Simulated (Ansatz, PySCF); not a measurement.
Complex: SiH4 (SMILES [SiH4]) (first 5 atoms) with CH6Si (SMILES C[SiH3]); geometry from B3LYP-D3(BJ)/def2-TZVP, rigid monomers moved along the line of their centres of mass till Si1···H8 is 2.85 Å.
(charge 0, multiplicity 1):
```xyz
13

Si     0.016    -0.302     0.192
H     -1.178    -0.198     1.059
H     -0.366    -0.032    -1.213
H      0.577    -1.668     0.297
H      1.031     0.680     0.631
C      0.831    -0.796     3.720
Si    -0.385     0.610     3.969
H      0.649    -1.319     2.780
H      0.746    -1.525     4.528
H      1.858    -0.426     3.707
H     -0.216     1.646     2.922
H     -0.170     1.247     5.292
H     -1.780     0.111     3.912
```

Counterpoise-corrected where a basis set is named; no monomer relaxation. Rows marked so take none.

Correlated levels freeze the cores. Rows in 3-21G, 6-311+G**, 6-31G*, LANL2DZ, STO-3G carry no dispersion term and start afresh at each structure (6-31G* with six Cartesian d functions). MP2/6-31G* freezes PySCF's default core. LANL2DZ brings its own core potentials from Na on.

Codes used: Ansatz (Gaussian orbitals); PySCF for 3-21G rows, 6-311+G** rows, 6-31G* rows, LANL2DZ rows, STO-3G rows, the dispersion terms. 

Other levels give for the interaction energy: PBE/def2-TZVPPD 0.84; B3LYP/def2-TZVPPD 2.23; B3LYP-D3(BJ)/def2-TZVPPD -0.99; wB97M-V/def2-TZVPPD -0.74; CCSD(T)/aug-cc-pV(D+d)Z 0.06 kcal/mol.

Common cheap choices:

```json
[
 {"level": "HF/STO-3G (no counterpoise)", "interaction energy (kcal/mol)": "2.55"},
 {"level": "HF/3-21G (no counterpoise)", "interaction energy (kcal/mol)": "1.74"},
 {"level": "B3LYP/3-21G (no counterpoise)", "interaction energy (kcal/mol)": "0.74"},
 {"level": "B3LYP/6-31G*", "interaction energy (kcal/mol)": "2.54"},
 {"level": "B3LYP/6-311+G** (no counterpoise)", "interaction energy (kcal/mol)": "2.37"},
 {"level": "B3LYP/LANL2DZ (no counterpoise)", "interaction energy (kcal/mol)": "2.45"},
 {"level": "M06-2X/6-31G* (no counterpoise)", "interaction energy (kcal/mol)": "-1.21"},
 {"level": "MP2/6-31G* (no counterpoise)", "interaction energy (kcal/mol)": "0.81"}
]
```

Ansatz is a program for electronic structure.
